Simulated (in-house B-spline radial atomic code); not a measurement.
Inner levels of cobalt as electrons are removed. A shift is the extra binding of the orbital against the neutral atom ([Ar] 3d7 4s2). The density at the nucleus is averaged over the nuclear charge. Computed with a B-spline radial code for spherical atoms: Dirac-Hartree-Fock, average of the configuration, finite nuclei.

```csv
ion,configuration,shift of 3p1/2 (eV),shift of 2p1/2 (eV),shift of 2s1/2 (eV),radius of 3p1/2 (bohr),radius of 2p1/2 (bohr),radius of 2s1/2 (bohr),Σ<r²> (bohr²),change of density at nucleus (bohr⁻³)
Co,[Ar] 3d7 4s2,0,0,0,0.81302,0.2224,0.25387,38.858,-
Co+,[Ar] 3d8,2.6384,1.7651,1.5895,0.82074,0.22238,0.25388,19.737,-12.079
Co2+,[Ar] 3d7,18.907,18.771,18.657,0.81235,0.22239,0.25389,15.641,-10.416
Co3+,[Ar] 3d6,38.085,39.68,39.648,0.80084,0.22238,0.25389,12.936,-7.2928
Co4+,[Ar] 3d5,59.583,63.963,64.025,0.78743,0.22233,0.25386,10.933,-2.7691
Co5+,[Ar] 3d4,83.059,91.3,91.46,0.77295,0.22225,0.25379,9.3528,3.0824
Co6+,[Ar] 3d3,108.3,121.49,121.74,0.75797,0.22213,0.25369,8.0567,10.2
Co7+,[Ar] 3d2,135.18,154.38,154.72,0.74282,0.22195,0.25355,6.9654,18.538
Co8+,[Ar] 3d1,163.59,189.87,190.28,0.72775,0.22173,0.25335,6.0298,28.062
Co9+,[Ne] 3s2 3p6,193.48,227.89,228.34,0.7129,0.22145,0.25311,5.217,38.753
Co10+,[Ne] 3s2 3p5,224.7,267.28,267.45,0.69878,0.22147,0.25272,4.4718,53.317
Co11+,[Ne] 3s2 3p4,256.87,308.19,308.04,0.68568,0.22109,0.2523,3.7823,68.761
Co12+,[Ne] 3s2 3p3,289.98,350.58,350.07,0.67318,0.22068,0.25183,3.1425,85.088
```
